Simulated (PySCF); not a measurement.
Selenium dioxide, SeO2.
Numbering: `[O:1]=[Se:2]=[O:3]`

Method: PBE0-D3(BJ)/def2-TZVP geometry optimisation, gas phase (PySCF 2.14.0); density fitting, grid level 2; the optimiser is geomeTRIC in internal coordinates, started from a GFN2-xTB structure with every atom displaced at random (about 0.01 Å).

Step 0: E = -69431.3158 eV
```
atom  x, y, z in Å  |  force x, y, z in eV/Å
O1     -1.1603   -0.4194    0.1308   -2.131  -1.028   0.333
Se2    -0.0252    0.5742   -0.2788   -0.825   1.654  -0.939
O3      1.3317   -0.0357    0.1640    2.957  -0.626   0.607
```

Step 1: E = -69431.4517 eV
```
atom  x, y, z in Å  |  force x, y, z in eV/Å
O1     -1.2449   -0.4239    0.1253    0.504   0.500  -0.213
Se2    -0.0307    0.5611   -0.2725    0.525  -0.980   0.554
O3      1.4218   -0.0181    0.1632   -1.028   0.479  -0.341
```

**Question.** Estimate the geometry and energy of step 2. (The exact step hangs on the optimiser's Hessian estimate; all steps are aligned on step 1, rigid shifts and turns removed.)

**Answer.** E = -69431.4721 eV, largest force 0.227 eV/Å
```
atom  x, y, z in Å  |  force x, y, z in eV/Å
O1     -1.2410   -0.4179    0.1225    0.065   0.045  -0.017
Se2    -0.0265    0.5494   -0.2660    0.146  -0.112   0.068
O3      1.4138   -0.0125    0.1596   -0.211   0.067  -0.051
```

The energy changes by -0.0204 eV. The first-order estimate −F·Δx gives -0.0350 eV and the mean of the old and new forces, exact on a quadratic surface, -0.0201 eV. The step makes an angle of 12° with the force vector and moves no atom by more than 0.014 Å.

The cost below is that of the whole optimisation. On an AMD EPYC 9R14 with one thread, no GPU (shared host), this took 13 s and 0.42 GiB of memory at its peak.
